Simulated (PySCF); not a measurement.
# Cr²⁺ (chromium, charge +2): UHF calculation

Configuration: [Ar] 3d4, high-spin 5D determinant. Computed with PySCF 2.14 in aug-cc-pVTZ with one added diffuse shell each of s, p, d, f, g type (9s8p6d4f3g, 118 functions), with no relativity, point nucleus.

| Property | Result |
| --- | --- |
| Total energy | -1042.582848 hartree |
| One-electron energy | -1420.4118 hartree |
| Hartree (Coulomb) energy | 425.1020 hartree |
| Exchange energy | -47.2730 hartree |
| Kinetic energy | 1042.59057 hartree |
| ⟨S²⟩ | 6.0014 |
| ⟨L²⟩ | 6.017 |
| Sum of ⟨r⟩ | 14.59 bohr |
| Sum of ⟨r²⟩ | 16.16 bohr² |
| Traceless quadrupole moment −½Σ⟨3z² − r²⟩ along its main axis | -0.482 e·bohr² |
| Density at the nucleus (Gaussians lack the cusp) | 9260 bohr⁻³ |
| Spin density at the nucleus | -0.354 bohr⁻³ |
| Langevin diamagnetic susceptibility | -12.8 ×10⁻⁶ cm³/mol |

| shell | electrons | mean orbital energy (eV) | spread (eV) | rms radius, mean of both spins (bohr) |
| --- | --- | --- | --- | --- |
| 1s α | 1 | -6019.8 | 0 | 0.0743 |
| 1s β | 1 | -6019.8 | 0 | 0.0743 |
| 2s α | 1 | -737.59 | 0 | 0.319 |
| 2s β | 1 | -734.99 | 0 | 0.319 |
| 2p α | 3 | -626.84 | 0.028 | 0.288 |
| 2p β | 3 | -624.24 | 0.798 | 0.288 |
| 3s α | 1 | -116.20 | 0 | 0.973 |
| 3s β | 1 | -107.77 | 0 | 0.973 |
| 3p α | 3 | -83.320 | 1.326 | 1.04 |
| 3p β | 3 | -73.000 | 1.996 | 1.04 |
| 3d α | 4 | -32.635 | 1.745 | 1.32 |

Spin-orbit constants ζ (cm⁻¹) from the X2C one-electron operator on these orbitals (non-relativistic here): bare nucleus, nucleus screened by l(l+1)(2l+1)/3 electrons, and screened by the Breit-Pauli mean field of the electrons.

| shell | bare | screened nucleus | mean field |
| --- | --- | --- | --- |
| 2p | 47730 | 43750 | n/a |
| 3p | 5532 | 5071 | n/a |
| 3d | 490.0 | 285.8 | n/a |

To first order the Landé constant is A = 71.45 cm⁻¹, so the lowest level has J = 0 and lies 0.0532 eV below the centre of the term. This holds in LS coupling only.
